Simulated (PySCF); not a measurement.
# Cost of response and excited-state runs on `O=C(C)[C@@H]1[C@@H](N)[C@H]1F`, C$_{5}$H$_{8}$FNO

Bonds (- single, = double, # triple, : aromatic): C1-C2, C2=O3, C2-C4, C4-C5, C5-N6, C5-C7, C7-F8, C7-C4. C1 carries H9, H10, H11; C4 carries H12; C5 carries H13; N6 carries H14, H15; C7 carries H16. Stereochemistry as in CC(=O)[C@@H]1[C@@H](N)[C@H]1F.

PySCF with density fitting, on 1 thread of an Arm Neoverse V2, shared host. Command: `OMP_NUM_THREADS=1 python excited_run.py task.json out`

Q: How long does this run take, and how much memory?
- circular dichroism and optical rotation, PBE0/def2-SVPD; 12 states

A: 
| run | level | basis functions | wall time | peak memory (GiB) |
| --- | --- | --- | --- | --- |
| circular dichroism and optical rotation | PBE0/def2-SVPD | 230 | 88 s | 0.91 |

Times from a shared host are rough.
